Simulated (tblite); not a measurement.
Species: C₂H₈GeOSi₂.
Numbering: `[SiH3:1][C:2]#[C:3][SiH2:4][O:5][GeH3:6]` (hydrogens: H7, H8, H9 on Si1; H10, H11 on Si4; H12, H13, H14 on Ge6)

Computed with GFN2-xTB (tblite), gas phase: L-BFGS steps from a force-field or distance-geometry start until the largest atomic force falls under 0.01 eV/Å.

Step 7: E = -484.4894 eV
```
atom  x, y, z in Å  |  force x, y, z in eV/Å
Si1    -3.7641    0.3745    0.6937   -0.064  -0.006   0.000
C2     -2.0303    0.5097    0.0838    0.089   0.004   0.021
C3     -0.8790    0.6157   -0.2728    0.033   0.028   0.044
Si4     0.8209    0.8296   -0.9563   -0.098   0.024  -0.245
O5      1.9307    0.7791    0.2400   -0.018   0.189   0.164
Ge6     3.3468   -0.2242    0.3074    0.055  -0.003   0.062
H7     -4.3685   -0.8134    0.0834   -0.029   0.019   0.013
H8     -3.7129    0.2449    2.1512   -0.051   0.006   0.024
H9     -4.4560    1.6004    0.2827   -0.042  -0.036   0.032
H10     0.9271    2.1020   -1.6827    0.080  -0.020   0.152
H11     1.1414   -0.3132   -1.8169   -0.175  -0.058  -0.241
H12     3.4963   -0.6571   -1.0990    0.264  -0.222  -0.273
H13     3.0542   -1.3758    1.2016   -0.045  -0.065   0.148
H14     4.4927    0.6074    0.7617    0.003   0.140   0.101
```

Step 8: E = -484.5029 eV
```
atom  x, y, z in Å  |  force x, y, z in eV/Å
Si1    -3.7677    0.3762    0.6952   -0.044  -0.017  -0.003
C2     -2.0310    0.5054    0.0875    0.125   0.028   0.014
C3     -0.8776    0.6146   -0.2643   -0.013   0.032   0.024
Si4     0.8184    0.8290   -0.9625   -0.158   0.024  -0.341
O5      1.9359    0.7696    0.2182    0.081   0.197   0.307
Ge6     3.3559   -0.2265    0.3066    0.056  -0.037   0.059
H7     -4.3702   -0.8134    0.0835   -0.025   0.037   0.021
H8     -3.7163    0.2440    2.1538   -0.056   0.013  -0.002
H9     -4.4638    1.6015    0.2836   -0.016  -0.062   0.041
H10     0.9421    2.1113   -1.6738    0.038  -0.068   0.151
H11     1.1289   -0.3150   -1.8288   -0.188  -0.022  -0.232
H12     3.5078   -0.6663   -1.1043    0.277  -0.197  -0.165
H13     3.0437   -1.3764    1.2104    0.008   0.026   0.073
H14     4.4932    0.6256    0.7725   -0.085   0.046   0.052
```

Step 9: E = -484.5195 eV
```
atom  x, y, z in Å  |  force x, y, z in eV/Å
Si1    -3.7722    0.3779    0.6972    0.005  -0.027   0.001
C2     -2.0304    0.5005    0.0931    0.107   0.051   0.023
C3     -0.8751    0.6141   -0.2533   -0.042   0.035  -0.023
Si4     0.8135    0.8278   -0.9758   -0.081  -0.005  -0.244
O5      1.9427    0.7625    0.1956    0.100   0.147   0.278
Ge6     3.3676   -0.2298    0.3059    0.026  -0.056   0.020
H7     -4.3733   -0.8130    0.0840   -0.018   0.052   0.028
H8     -3.7221    0.2431    2.1575   -0.059   0.021  -0.036
H9     -4.4746    1.6019    0.2854    0.016  -0.086   0.047
H10     0.9624    2.1225   -1.6591   -0.015  -0.090   0.115
H11     1.1082   -0.3179   -1.8499   -0.191   0.031  -0.199
H12     3.5296   -0.6830   -1.1152    0.267  -0.131   0.046
H13     3.0303   -1.3775    1.2243    0.079   0.143  -0.037
H14     4.4928    0.6506    0.7880   -0.194  -0.087  -0.019
```

Step 10: E = -484.5297 eV
```
atom  x, y, z in Å  |  force x, y, z in eV/Å
Si1    -3.7742    0.3783    0.6982    0.051  -0.026   0.005
C2     -2.0287    0.4989    0.0969    0.052   0.056   0.039
C3     -0.8733    0.6149   -0.2483   -0.021   0.035  -0.064
Si4     0.8109    0.8264   -0.9861    0.019  -0.042  -0.059
O5      1.9455    0.7639    0.1890    0.061   0.064   0.130
Ge6     3.3730   -0.2320    0.3053   -0.021  -0.039  -0.027
H7     -4.3756   -0.8120    0.0848   -0.015   0.047   0.024
H8     -3.7266    0.2431    2.1590   -0.057   0.021  -0.044
H9     -4.4802    1.6004    0.2875    0.026  -0.083   0.043
H10     0.9728    2.1270   -1.6488   -0.035  -0.063   0.067
H11     1.0928   -0.3196   -1.8667   -0.177   0.064  -0.162
H12     3.5480   -0.6960   -1.1223    0.236  -0.075   0.188
H13     3.0248   -1.3769    1.2326    0.109   0.187  -0.089
H14     4.4900    0.6631    0.7967   -0.227  -0.145  -0.051
```

**Question.** Estimate the geometry and energy of step 11. (The exact step hangs on the optimiser's Hessian estimate; all steps are aligned on step 10, rigid shifts and turns removed.)

**Answer.** E = -484.5402 eV, largest force 0.347 eV/Å
```
atom  x, y, z in Å  |  force x, y, z in eV/Å
Si1    -3.7747    0.3778    0.6991    0.094  -0.019   0.008
C2     -2.0261    0.4991    0.1013   -0.005   0.054   0.050
C3     -0.8715    0.6168   -0.2459    0.014   0.030  -0.098
Si4     0.8099    0.8241   -0.9957    0.102  -0.074   0.147
O5      1.9476    0.7684    0.1873    0.010  -0.043  -0.060
Ge6     3.3765   -0.2342    0.3042   -0.076   0.001  -0.073
H7     -4.3781   -0.8100    0.0859   -0.014   0.025   0.012
H8     -3.7319    0.2437    2.1594   -0.050   0.017  -0.030
H9     -4.4843    1.5970    0.2903    0.025  -0.060   0.031
H10     0.9806    2.1291   -1.6381   -0.043  -0.015   0.011
H11     1.0751   -0.3200   -1.8858   -0.148   0.088  -0.117
H12     3.5704   -0.7099   -1.1259    0.191  -0.024   0.289
H13     3.0229   -1.3730    1.2385    0.114   0.182  -0.107
H14     4.4829    0.6705    0.8032   -0.212  -0.162  -0.062
```

The energy changes by -0.0105 eV. The first-order estimate −F·Δx gives -0.0142 eV and the mean of the old and new forces, exact on a quadratic surface, -0.0105 eV. The step makes an angle of 59° with the force vector and moves no atom by more than 0.027 Å.

The cost below is that of the whole relaxation. Hardware: Arm Neoverse N1, one thread, shared host with 64 logical CPUs at a one-minute load of 50. Cost: 1.1 s wall.
